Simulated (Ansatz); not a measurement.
Computed with Ansatz on PBE0-D4/def2-TZVP structures; ΔE is electronic, products minus reactants. CCSD(T)/CBS adds triple-zeta CCSD(T) − MP2 to the extrapolated MP2 energy (def2 sets, frozen cores). This one scheme is used for every species. DFT in def2-TZVPP. B3LYP here is the variant with VWN-RPA as its local correlation; programs differ in this. Each species was taken in one conformer, which may not be the lowest.

Reaction (ligand exchange at the Si–C bond): `FC[SiH2]O[SiH3]` + CH₃SH → `CS[SiH2]O[SiH3]` + `CF`

| level | ΔE (kJ/mol) | difference from CCSD(T)/CBS |
| --- | --- | --- |
| PBE0-D4 | -88.4 | -1.0 |
| B3LYP-D4 | -85.0 | 2.4 |
| B2PLYP | -82.4 | 5.0 |
| PBE | -82.0 | 5.4 |
| B3LYP | -77.0 | 10.4 |
| MP2/def2-TZVPP | -91.5 | -4.1 |
| SCS-MP2/def2-TZVPP | -86.3 | 1.1 |
| CCSD/def2-TZVPP | -81.7 | 5.7 |
| HF/def2-QZVPP | -78.6 | 8.8 |
| MP2/CBS(def2) | -94.6 | -7.2 |
| CCSD(T)/CBS | -87.4 | 0 |

Largest T1 diagnostic among the species: 0.011.

In def2-TZVPP, CCSD(T) changes the Hartree–Fock value by −5.4 kJ/mol (the triples alone add −2.6 kJ/mol) and MP2 by −12.7 kJ/mol. The D4 term adds −7.9 kJ/mol with B3LYP and −4.5 kJ/mol with PBE0; it sums over pairs of atoms, weighted by their polarisabilities, and B3LYP, whose exchange is more repulsive, gets the larger term.
